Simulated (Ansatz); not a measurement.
The first iterations of a band of AlH3O + GeH4O (11 atoms, charge 0, multiplicity 1).

Method: RKS revPBE-D4/def2-SVP (Ansatz).

```yaml
movable_images: 7
climbing_image: yes
spring: 5.0 eV/Å²
optimiser: quadratic models (default)
start_path: through a guess of the saddle point
force_threshold: 0.03 eV/Å
iteration_limit: 60
end_points: relaxed
```

Initial state:

```xyz
11
Properties=species:S:1:pos:R:3
Ge -0.115 0.012 -0.009
O -0.050 0.016 1.804
H -0.910 -0.239 2.190
H 1.268 0.503 -0.468
H -1.308 0.879 -0.499
H -0.367 -1.461 -0.532
O 1.721 -2.211 1.321
Al 0.365 -3.125 0.719
H 0.678 -4.089 -0.512
H -1.026 -3.141 1.525
H 1.500 -1.515 1.968
```

Final state:

```xyz
11
Properties=species:S:1:pos:R:3
Ge 0.188 -0.403 -0.442
O 0.336 0.299 2.555
H -0.623 0.408 2.697
H 1.503 0.390 -0.266
H -1.080 0.444 -0.175
H 0.110 -1.035 -1.866
O 0.188 -1.794 0.734
Al 0.240 -3.525 0.679
H 0.349 -4.265 -0.732
H 0.166 -4.259 2.092
H 0.380 -0.630 2.231
```

| iteration | highest image above the first end (eV) | largest band force component (eV/Å) |
| --- | --- | --- |
| 1 | 2.334 | 3.868 |
| 2 | 1.300 | 2.283 |
| 3 | 0.969 | 2.255 |
| 4 | 0.879 | 0.658 |
| 5 | 0.993 | 1.669 |
| 6 | 0.953 | 0.751 |
| 7 | 0.929 | 0.384 |

Q: Does the band converge within its limit, and where does its top end?

A: It converged. It ended after 23 iterations with the highest image 0.857 eV above the first end. A vibrational analysis at the climbing image gives one clearly imaginary mode, 658i cm⁻¹: a first-order saddle point. The orbitals stay closed-shell, which can raise the energy where a bond breaks towards radicals; this wasn't checked here.

The run took 2.6 min on 4 threads of Intel(R) Xeon(R) Platinum 8375C CPU @ 2.90GHz (Ice Lake), with other jobs on the host, peak memory 0.19 GiB.
